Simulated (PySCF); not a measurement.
# TDDFT excited states: C4H6F2Si

Species: Si(vinyl)2F2, C₄H₆F₂Si.
SMILES: `C=C[Si](F)(F)C=C`

Computed, not measured: TDDFT CAM-B3LYP/def2-SVPD, vertical, gas phase, core orbitals frozen in the response in PySCF 2.14.0, density-fitted response routines. The structure is a single PBE0-D3(BJ)/def2-SVP conformer in the gas phase; no vibrational or solvent corrections.

| state | E (eV) | λ (nm) | f | \|μ\| (D) | symmetry | main configurations (H = HOMO, L = LUMO) |
| --- | --- | --- | --- | --- | --- | --- |
| S1 | 6.37 | 194.6 | 0.118 | 2.21 | A″ | H-2→L (58%), H→L (33%) |
| S2 | 6.87 | 180.4 | 0.354 | 3.69 | A″ | H→L (62%), H-2→L (30%) |
| S3 | 7.02 | 176.7 | 0.032 | 1.09 | A′ | H-1→L (34%), H-2→L+1 (34%), H-3→L (26%) |
| S4 | 7.44 | 166.7 | 0.148 | 2.29 | A′ | H-1→L (61%), H-2→L+1 (14%), H-3→L (13%) |
| S5 | 7.71 | 160.9 | 0.014 | 0.68 | A″ | H→L+2 (80%), H-1→L+4 (11%) |
| S6 | 7.99 | 155.2 | 0.114 | 1.94 | A′ | H-1→L+2 (52%), H→L+4 (24%), H→L+1 (12%) |
| S7 | 8.10 | 153.0 | 0.069 | 1.49 | A′ | H→L+1 (70%), H-1→L+2 (8%) |
| S8 | 8.32 | 149.0 | 0.041 | 1.15 | A″ | H-1→L+1 (73%), H→L+3 (12%) |
| S9 | 8.42 | 147.3 | 0.022 | 0.83 | A″ | H→L+3 (69%), H-1→L+1 (10%) |
| S10 | 8.55 | 145.1 | 0.0096 | 0.54 | A′ | H-2→L+1 (37%), H-3→L (36%), H-4→L+1 (11%) |

Triplets, Tamm–Dancoff:

```csv
state,E (eV),λ (nm),"main configurations (H = HOMO, L = LUMO)"
T1,4.12,301.2,"H→L (66%), H-1→L+1 (28%)"
T2,4.25,291.7,"H-1→L (54%), H→L+1 (40%)"
T3,5.94,208.6,"H-2→L (80%), H-3→L+1 (10%)"
T4,6.45,192.2,"H-2→L+1 (45%), H-3→L (37%), H→L+1 (9%)"
```

The lowest singlet comes at 195 nm (615 kJ/mol) in the vacuum ultraviolet; it is of moderate strength; its leading configuration is HOMO-2→LUMO (58%). The most intense listed level is S2 at 6.87 eV (180 nm, f = 0.354), 0.50 eV above S1. Löwdin shares by element: HOMO carbon 85% (atoms not listed hold the other 15%); LUMO carbon 71% (atoms not listed hold the other 29%). The oscillator strengths of these states sum to 0.921; summed over the whole spectrum of an exact calculation they would give the number of electrons, 62 (Thomas–Reiche–Kuhn). Orbital energies (eV): HOMO-3 -11.70, HOMO-2 -10.47, HOMO-1 -10.06, HOMO -9.58, LUMO -0.19, LUMO+1 0.95, LUMO+2 1.20. The listed states span 2.18 eV, and the widest gap between neighbours is 0.50 eV (S1 to S2). No computed singlet lies in the visible range (380 to 750 nm); the lowest, at 195 nm, stands 3.11 eV above its violet end (3.26 eV). All these states lie below the vertical ionisation energy of 10.38 eV (ΔSCF). Symmetry labels in Cs follow from the direction of the transition dipole and are given only for states with f of 0.002 or more. Only the lowest 10 singlets were computed, as vertical energies without vibronic structure.
